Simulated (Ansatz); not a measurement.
CH6OSSi can be A, `CO[SiH2]S`, or B, `OC([SiH3])S`.

Gas-phase electronic energies from Ansatz, PBE0-D4/def2-TZVP geometries. CCSD(T)/CBS is the MP2 limit (def2-TZVPP, def2-QZVPP) plus CCSD(T) − MP2 in def2-TZVPP, frozen cores. This one scheme is used for every species. Functionals use def2-TZVPP. B3LYP here is the variant with VWN-RPA as its local correlation; programs differ in this. One conformer a species, not always the lowest.

A:

Z-matrix (Å, degrees):
```
C
O 1 1.410
H 1 1.091 2 108.1
H 1 1.096 2 111.7 3 119.3
H 1 1.095 2 111.3 3 -119.1
Si 2 1.639 1 122.6 3 -170.3
S 6 2.120 2 109.8 1 171.1
H 6 1.488 2 108.6 1 49.0
H 6 1.485 2 111.9 1 -72.6
H 7 1.344 6 94.3 2 -69.2
```

B:

Z-matrix (Å, degrees):
```
C
Si 1 1.905
S 1 1.793 2 107.2
O 1 1.419 2 112.4 3 120.8
H 1 1.097 2 109.0 3 -116.0
H 2 1.485 1 110.6 3 75.2
H 2 1.484 1 110.0 3 -47.3
H 2 1.490 1 106.7 3 -165.9
H 3 1.345 1 97.6 2 -162.5
H 4 0.963 1 108.2 2 56.1
```

(1) Which isomer does CCSD(T)/CBS put lower? Give the gap. (An estimate is asked.)

(2) Give E(B) − E(A) in kJ/mol with B3LYP, MP2/def2-TZVPP, LDA (SPW92), B3LYP-D4, CCSD(T)/def2-TZVPP, ωB97M-V, r2SCAN-D4. (An estimate is asked.)

(3) Does the order hold for the free energy at 298.15 K (harmonic terms from PBE0-D4)? (An estimate is asked.)

Largest T1 diagnostic: 0.012.

## Answers

(1) The calculation gave: A, by 216.0 kJ/mol.

(2) Computed: B3LYP 219.1, MP2/def2-TZVPP 220.9, LDA (SPW92) 195.9, B3LYP-D4 215.9, CCSD(T)/def2-TZVPP 215.8, ωB97M-V 214.3, r2SCAN-D4 216.6. None reverses the order clearly.

(3) Computed: Yes: G(B) − G(A) = +210.0 kJ/mol, for one conformer each. Modes under 60 cm⁻¹, often nearly free rotors, make the harmonic entropy too high.

From BLYP to BHLYP (50 % exact exchange), in def2-TZVPP and without D4, E(B) − E(A) moves by +17.2 kJ/mol. At CCSD(T), def2-SVP lies −12.2 kJ/mol from the extrapolated value and def2-TZVPP −0.2 kJ/mol.
